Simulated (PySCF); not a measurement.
[PySCF 2.14: GIAO PBE0/pcSseg-1 shieldings; coordinates at the GFN2-xTB level; relativity neglected; single conformer; isolated molecule; one averaged value for each set of equivalent atoms]

Scale: 1H and 13C against TMS (reference shieldings calculated alike). Shifts are as computed. Against solution values, carbons near 30 ppm lie about +3 ppm off and those near 130 ppm about +5 ppm; carbons on Cl a further +6 ppm. Of 1211 compounds with measured shifts, 218 miss one by over three times the rms of a fit or turn the order of signals round; such compounds aren't used in these exercises. Carbons bonded to Cl come out too deshielded. OH and NH positions are gas-phase values without hydrogen bonding to other molecules.

(1) Order these molecules by the shift of their most shielded carbon, lowest δ first.
A. Cc1cn(C)cn1
B. C=CN1CCC=N1
C. C=C[C@@H]1C=NNC1
D. C=C[C@H](C)F

(2) How many 13C and 1H signals does each give (equivalence by symmetry and fast rotation, but not about amide C–N or C=N bonds)? `[SiH3]C([SiH3])([SiH3])Cl`, `Cc1cn(C)cn1`, `C=C[C@@H]1C=NNC1`, `C=C[C@H](C)F`, `C=CN1CCC=N1`

Results:

(1) A (16.6 ppm, methyl carbon on an aromatic ring), D (24.6 ppm, methyl carbon), B (35.9 ppm, sp3 CH2 in a ring), C (54.5 ppm, sp3 CH2 bonded to N).

(2) [SiH3]C([SiH3])([SiH3])Cl: 1 C, 1 H; Cc1cn(C)cn1: 5 C, 4 H; C=C[C@@H]1C=NNC1: 5 C, 8 H; C=C[C@H](C)F: 4 C, 5 H; C=CN1CCC=N1: 5 C, 6 H.
